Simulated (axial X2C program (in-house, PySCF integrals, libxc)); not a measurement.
HfNC: properties at the nuclei

Calculated with an axial X2C code built on PySCF integrals: two-component X2C with atomic mean-field Coulomb and Gaunt terms, Gaussian nuclei, basis Hf dyall-v3z, N dyall-av3z, C dyall-v3z with contracted cores.

Hf–N–C held linear, with bonds 2.028 and 1.181 Å (near the PBE0 minimum at charge 0 of the determinant lowest at the starting distance; the state shown can have its own minimum elsewhere, held linear; other orders of the atoms were not compared).

Input and command:
```json
{"zs": [72, 7, 6], "q": 0, "bas": ["dyall-v3z", "dyall-av3z", "dyall-v3z"], "r0": [2.18, 1.17], "symm": 0, "scan": ["PBE0", "HF", "TPSSh"], "levels": ["PBE0", "HF", "PBE"], "nst": 2}
```
```bash
python solin.py task.json out
```

Keys: zs atomic numbers; q charge; bas basis sets; r0 starting distance in Å; symm equal bonds; scan levels of the two-bond scan; levels methods; nst determinants followed.

Determinant lowest in the PBE0 search, Ω = 3/2 (⟨Sz⟩ = -0.43, ⟨Lz⟩ = 1.93 at PBE0), spin on the atoms Hf -0.46, N 0.01, C 0.01:

```
level  Eeff magnitude (GV/cm)  Ws magnitude Hf (kHz)  A∥/gI Hf (MHz)  qzz Hf (a.u.)  A∥/gI N (MHz)  qzz N (a.u.)  A∥/gI C (MHz)  qzz C (a.u.)  μ (D)
 PBE0                    18.5                   11.8             646          -3.70           9.42         -0.49          0.689         -1.05  -3.49
   HF                    77.4                   50.5            -110          -5.49           9.36         -0.57           1.15         -1.19  -2.41
  PBE                      11                   6.91             715          -2.92            7.4         -0.47           1.27         -1.00  -3.54
```

Determinant 0.24 eV from it at PBE0 and this distance, Ω = 1/2 (⟨Sz⟩ = -0.49, ⟨Lz⟩ = 0.99 at PBE0), spin on the atoms Hf -0.45, N 0.03, C -0.06:

```
level  Eeff magnitude (GV/cm)  Ws magnitude Hf (kHz)  A∥/gI Hf (MHz)  qzz Hf (a.u.)  A∥/gI N (MHz)  qzz N (a.u.)  A∥/gI C (MHz)  qzz C (a.u.)  μ (D)
 PBE0                    5.61                     11             934          -8.34           8.94         -0.50           44.1         -0.99  -4.27
   HF                    22.2                     43            1250          -9.93            5.6         -0.59           29.7         -1.15  -3.27
  PBE                    5.38                   10.5             883          -7.76           15.8         -0.47           52.5         -0.93  -4.37
```

Eeff is the effective electric field on the electron electric dipole moment in this Ω state and Ws the scalar–pseudoscalar constant of the nucleus named (defined with the proton number Z and per Ω); A∥ (defined per Ω) follows by multiplying with gI = μI/(I μN); qzz is the electric field gradient, eQq0 = 234.96 MHz × Q/barn × qzz; μ is positive if the C end (last atom) is positive. The operators were transformed with the bare-nucleus X2C matrices; with these basis sets, hyperfine constants and field gradients can be off by tens of per cent, and where levels differ in sign neither size nor sign is settled.

Q: With Q(177Hf) = 3.365 barn, gI(14N) = 0.4038, Q(14N) = 0.02044 barn, gI(13C) = 1.4048 (g factors from the IAEA table of nuclear moments by Stone; Q from Pyykkö, Mol. Phys. 2018), turn the PBE0 values of the first state into constants in MHz.

A: eQq0(177Hf) = 234.96 × (3.365) × (-3.70) = -2930 MHz; A∥(14N) = 9.42 × 0.4038 = 3.8 MHz; eQq0(14N) = 234.96 × (0.02044) × (-0.49) = -2.35 MHz; A∥(13C) = 0.689 × 1.4048 = 0.968 MHz.

The molecule was held linear; bending was not examined, so a bent shape may lie lower.

Each state is one determinant with collinear spin. Unrestricted Hartree–Fock can overshoot spin polarisation at the nuclei. In the state Ω = 1/2 the sign of Eeff differs between levels (HF against PBE0). Where Eeff spreads by more than a factor of two the levels disagree and none is to be relied on. States lie within half an eV, so the first need not be the ground state. The sign of Ws at Hf differs between levels in the second state. Where a field gradient or hyperfine factor spreads by more than a factor of two over the levels, a constant derived from it is not to be relied on. PBE0 term energies can be off by some tenths of an eV.
